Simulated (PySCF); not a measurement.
Compound: C₉H₁₀N₂.
SMILES with atom numbers: `[N:1]#[C:2][CH2:3][C@@H:4]1[CH2:5][C@:6]12[CH2:7][CH2:8][C@@H:9]2[C:10]#[N:11]` (hydrogens: H12, H13 on C3; H14 on C4; H15, H16 on C5; H17, H18 on C7; H19, H20 on C8; H21 on C9)

Computed with PBE0-D3(BJ)/def2-SVP geometry optimisation, gas phase in PySCF.

What internal coordinates does the optimisation give?

| bond | length (bohr) | order |
| --- | --- | --- |
| N1≡C2 | 2.187 | triple |
| C2–C3 | 2.754 | single |
| C3–C4 | 2.866 | single |
| C4–C5 | 2.836 | single |
| C5–C6 | 2.824 | single |
| C6–C7 | 2.886 | single |
| C7–C8 | 2.917 | single |
| C8–C9 | 2.941 | single |
| C9–C10 | 2.744 | single |
| C10≡N11 | 2.189 | triple |
| C4–C6 | 2.825 | single |
| C6–C9 | 2.910 | single |
| C3–H12 | 2.084 | single |
| C3–H13 | 2.085 | single |
| C4–H14 | 2.071 | single |
| C5–H15 | 2.067 | single |
| C5–H16 | 2.069 | single |
| C7–H17 | 2.079 | single |
| C7–H18 | 2.076 | single |
| C8–H19 | 2.074 | single |
| C8–H20 | 2.075 | single |
| C9–H21 | 2.082 | single |

Orders are formal, as drawn. A selection of angles:
| angle | degrees |
| --- | --- |
| N1–C2–C3 | 178.5 |
| C2–C3–C4 | 114.0 |
| C2–C3–H12 | 107.5 |
| C2–C3–H13 | 108.4 |
| C4–C3–H12 | 109.9 |
| C4–C3–H13 | 110.3 |
| H12–C3–H13 | 106.6 |
| C3–C4–C5 | 122.4 |
| C3–C4–C6 | 121.2 |
| C3–C4–H14 | 112.2 |
| C5–C4–C6 | 59.8 |
| C5–C4–H14 | 116.6 |
| C6–C4–H14 | 115.2 |
| C4–C5–C6 | 59.9 |
| C4–C5–H15 | 117.9 |
| C4–C5–H16 | 117.9 |
| C6–C5–H15 | 118.2 |
| C6–C5–H16 | 116.9 |
| H15–C5–H16 | 115.0 |
| C5–C6–C7 | 128.6 |
| C5–C6–C9 | 125.4 |
| C7–C6–C9 | 91.8 |
| C4–C6–C5 | 60.3 |
| C4–C6–C7 | 128.4 |
| C4–C6–C9 | 125.5 |
| C6–C7–C8 | 89.3 |
| C6–C7–H17 | 114.2 |
| C6–C7–H18 | 115.1 |
| C8–C7–H17 | 113.9 |
| C8–C7–H18 | 115.8 |
| H17–C7–H18 | 107.9 |
| C7–C8–C9 | 90.6 |
| C7–C8–H19 | 115.4 |
| C7–C8–H20 | 114.7 |
| C9–C8–H19 | 114.2 |
| C9–C8–H20 | 112.5 |
| H19–C8–H20 | 108.7 |
| C8–C9–C10 | 116.6 |
| C8–C9–H21 | 113.9 |
| C10–C9–H21 | 108.6 |
| C6–C9–C8 | 88.3 |
| C6–C9–C10 | 114.8 |
| C6–C9–H21 | 113.6 |
| C9–C10–N11 | 177.9 |

Torsions: C2–C3–C4–C5 25° (synperiplanar); C3–C4–C5–C6 -110° (anticlinal); C4–C5–C6–C7 117° (anticlinal); C5–C6–C7–C8 138° (anticlinal); C6–C7–C8–C9 2° (synperiplanar); C7–C8–C9–C10 115° (anticlinal); C3–C4–C6–C5 112° (anticlinal); C5–C6–C9–C8 -140° (anticlinal).

The 10 C–C bonds span 1.452 Å (C9–C10, drawn single) to 1.556 Å (C8–C9, drawn single), a spread of 0.104 Å. The 4-membered ring C6–C7–C8–C9 has internal angles of 88.3° to 91.8°; it is almost planar, 0.01 Å rms from its mean plane, widest ring torsion 2°. The 3-membered ring C4–C5–C6 has internal angles of 59.8° to 60.3°. Of the pairs four or more bonds apart, C2···H16 is among the closest relative to their van der Waals radii: 2.63 Å, 91 % of the sum of Bondi's values.

Point group: C1 (no symmetry element, even within 0.4 Å). Stationary, but not proved a minimum. One conformer, not necessarily the lowest.
